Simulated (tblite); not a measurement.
Compound: C7H13P.
SMILES with atom numbers: `[CH2:1]=[CH:2][C@@H:3]1[CH2:4][P:5]1[CH:6]([CH3:7])[CH3:8]` (hydrogens: H9, H10 on C1; H11 on C2; H12 on C3; H13, H14 on C4; H15 on C6; H16, H17, H18 on C7; H19, H20, H21 on C8)

Computed with GFN2-xTB (tblite), gas phase: L-BFGS steps from a force-field or distance-geometry start until the largest atomic force falls under 0.01 eV/Å.

Step 92: E = -655.1054 eV
```
atom  x, y, z in Å  |  force x, y, z in eV/Å
C1      3.4093    1.2373    0.4675   -0.041  -0.006   0.009
C2      2.4948    0.4932    1.0732    0.027   0.036  -0.035
C3      1.3639   -0.1929    0.4353   -0.018   0.006   0.013
C4      1.1389   -0.1844   -1.0531   -0.011   0.012  -0.013
P5     -0.0921    0.8406   -0.1477    0.015  -0.040   0.021
C6     -1.4533   -0.4508    0.0691   -0.039   0.021   0.008
C7     -2.0983   -0.2897    1.4412   -0.017  -0.012   0.036
C8     -2.5063   -0.2633   -1.0188    0.010   0.007  -0.038
H9      3.4218    1.3849   -0.5984   -0.009   0.031   0.002
H10     4.1878    1.7335    1.0196    0.021  -0.034   0.014
H11     2.5399    0.3720    2.1497   -0.009  -0.003  -0.028
H12     1.0614   -1.0954    0.9599    0.000  -0.006  -0.008
H13     0.7958   -1.0984   -1.5220    0.024  -0.020   0.037
H14     1.8522    0.3567   -1.6577    0.012   0.002  -0.008
H15    -1.0082   -1.4509   -0.0169   -0.045   0.043   0.003
H16    -2.8587   -1.0546    1.5918   -0.020  -0.002   0.013
H17    -2.5752    0.6867    1.5136    0.018  -0.010   0.033
H18    -1.3659   -0.3730    2.2419    0.043  -0.001  -0.017
H19    -3.2872   -1.0184   -0.9308    0.024   0.019  -0.003
H20    -2.9662    0.7196   -0.9249   -0.006  -0.018  -0.017
H21    -2.0633   -0.3357   -2.0100    0.021  -0.025  -0.023
```

Step 93: E = -655.1075 eV
```
atom  x, y, z in Å  |  force x, y, z in eV/Å
C1      3.3911    1.2552    0.4678   -0.050   0.015   0.000
C2      2.4989    0.4821    1.0707    0.055   0.019  -0.034
C3      1.3687   -0.2065    0.4355   -0.025   0.022   0.042
C4      1.1430   -0.1971   -1.0512   -0.049   0.049  -0.039
P5     -0.0866    0.8313   -0.1434    0.094  -0.009  -0.012
C6     -1.4506   -0.4510    0.0708   -0.069  -0.012   0.017
C7     -2.0998   -0.2833    1.4408   -0.019  -0.014   0.043
C8     -2.4992   -0.2620   -1.0202   -0.016   0.013  -0.045
H9      3.3769    1.4363   -0.5934   -0.004   0.020   0.016
H10     4.1725    1.7490    1.0180    0.022  -0.033   0.013
H11     2.5669    0.3326    2.1422   -0.007   0.000  -0.021
H12     1.0688   -1.1088    0.9609   -0.008  -0.018  -0.006
H13     0.7958   -1.1091   -1.5215    0.033  -0.013   0.044
H14     1.8569    0.3446   -1.6552    0.002  -0.015  -0.006
H15    -1.0086   -1.4520   -0.0133   -0.049   0.012   0.016
H16    -2.8773   -1.0327    1.5849   -0.006   0.010   0.005
H17    -2.5562    0.7035    1.5147    0.025  -0.033   0.035
H18    -1.3731   -0.3867    2.2452    0.032   0.010  -0.030
H19    -3.2928   -1.0015   -0.9194    0.017  -0.002  -0.011
H20    -2.9438    0.7286   -0.9398   -0.010   0.005  -0.015
H21    -2.0607   -0.3554   -2.0116    0.032  -0.026  -0.014
```

Step 94: E = -655.1094 eV
```
atom  x, y, z in Å  |  force x, y, z in eV/Å
C1      3.3669    1.2789    0.4682   -0.100   0.021  -0.037
C2      2.5054    0.4676    1.0678    0.114   0.017  -0.019
C3      1.3741   -0.2223    0.4371   -0.022   0.034   0.046
C4      1.1480   -0.2121   -1.0496   -0.063   0.066  -0.050
P5     -0.0780    0.8198   -0.1398    0.116   0.024  -0.030
C6     -1.4482   -0.4527    0.0738   -0.081  -0.027   0.016
C7     -2.1021   -0.2752    1.4410   -0.015  -0.009   0.041
C8     -2.4902   -0.2605   -1.0222   -0.045   0.020  -0.049
H9      3.3151    1.5057   -0.5861    0.000  -0.018   0.112
H10     4.1534    1.7689    1.0144    0.023  -0.034   0.013
H11     2.6048    0.2784    2.1322    0.003   0.025  -0.079
H12     1.0751   -1.1240    0.9626   -0.011  -0.033  -0.001
H13     0.7968   -1.1219   -1.5215    0.036  -0.014   0.053
H14     1.8661    0.3269   -1.6520   -0.012  -0.024  -0.003
H15    -1.0122   -1.4559   -0.0066   -0.049  -0.010   0.026
H16    -2.9026   -1.0033    1.5760    0.021   0.032   0.000
H17    -2.5296    0.7252    1.5182    0.030  -0.067   0.035
H18    -1.3820   -0.4057    2.2481    0.014   0.021  -0.037
H19    -3.3013   -0.9787   -0.9062    0.019  -0.011  -0.023
H20    -2.9132    0.7408   -0.9604   -0.009   0.010  -0.017
H21    -2.0552   -0.3830   -2.0124    0.032  -0.022   0.005
```

Step 95: E = -655.1115 eV
```
atom  x, y, z in Å  |  force x, y, z in eV/Å
C1      3.3553    1.2892    0.4680   -0.043   0.082  -0.041
C2      2.5088    0.4635    1.0656    0.061  -0.062   0.019
C3      1.3753   -0.2268    0.4391   -0.013   0.022   0.032
C4      1.1509   -0.2169   -1.0490   -0.049   0.056  -0.032
P5     -0.0741    0.8138   -0.1388    0.072   0.058  -0.035
C6     -1.4503   -0.4537    0.0757   -0.055  -0.020   0.000
C7     -2.1044   -0.2724    1.4428    0.013  -0.001   0.001
C8     -2.4868   -0.2601   -1.0252   -0.044   0.017  -0.023
H9      3.2828    1.5369   -0.5794    0.010  -0.013   0.077
H10     4.1478    1.7737    1.0107    0.017  -0.030   0.006
H11     2.6251    0.2555    2.1241    0.007   0.025  -0.054
H12     1.0762   -1.1286    0.9644   -0.001  -0.033  -0.001
H13     0.8022   -1.1269   -1.5215    0.025  -0.025   0.051
H14     1.8733    0.3202   -1.6483   -0.026  -0.021  -0.004
H15    -1.0188   -1.4584   -0.0030   -0.036  -0.026   0.030
H16    -2.9160   -0.9882    1.5732    0.017   0.024   0.005
H17    -2.5145    0.7344    1.5253    0.015  -0.055   0.031
H18    -1.3849   -0.4180    2.2471    0.013   0.017  -0.016
H19    -3.3061   -0.9661   -0.9013   -0.005  -0.039  -0.030
H20    -2.8988    0.7454   -0.9739   -0.014   0.042  -0.022
H21    -2.0520   -0.3996   -2.0130    0.035  -0.016   0.005
```

Question: Estimate the geometry and energy of step 96. (The exact step hangs on the optimiser's Hessian estimate; all steps are aligned on step 95, rigid shifts and turns removed.)

Answer: E = -655.1132 eV, largest force 0.209 eV/Å
```
atom  x, y, z in Å  |  force x, y, z in eV/Å
C1      3.3363    1.3137    0.4702   -0.171  -0.069   0.098
C2      2.5157    0.4510    1.0598    0.173   0.067  -0.095
C3      1.3789   -0.2389    0.4389    0.016   0.012  -0.010
C4      1.1526   -0.2281   -1.0515   -0.012   0.013   0.004
P5     -0.0653    0.8038   -0.1383   -0.023   0.063  -0.020
C6     -1.4531   -0.4565    0.0805   -0.009   0.005  -0.030
C7     -2.1078   -0.2662    1.4466    0.030   0.002  -0.017
C8     -2.4802   -0.2593   -1.0291   -0.058   0.022  -0.006
H9      3.2360    1.5964   -0.5642   -0.008  -0.013   0.020
H10     4.1330    1.7939    1.0107    0.008  -0.041   0.017
H11     2.6572    0.2121    2.1072    0.030   0.027  -0.011
H12     1.0801   -1.1415    0.9634    0.010  -0.023  -0.003
H13     0.8037   -1.1384   -1.5236    0.018  -0.021   0.060
H14     1.8832    0.3020   -1.6474   -0.042  -0.005  -0.010
H15    -1.0298   -1.4651    0.0073   -0.025  -0.022   0.028
H16    -2.9402   -0.9605    1.5697    0.048   0.040   0.005
H17    -2.4887    0.7514    1.5369    0.007  -0.062   0.022
H18    -1.3915   -0.4379    2.2492   -0.012   0.019  -0.015
H19    -3.3166   -0.9437   -0.8943    0.012  -0.033  -0.046
H20    -2.8702    0.7566   -0.9974   -0.003   0.023  -0.029
H21    -2.0423   -0.4279   -2.0120    0.010  -0.004   0.037
```

The energy changes by -0.0017 eV. The first-order estimate −F·Δx gives -0.0036 eV and the mean of the old and new forces, exact on a quadratic surface, -0.0016 eV. The step makes an angle of 84° with the force vector and moves no atom by more than 0.077 Å.
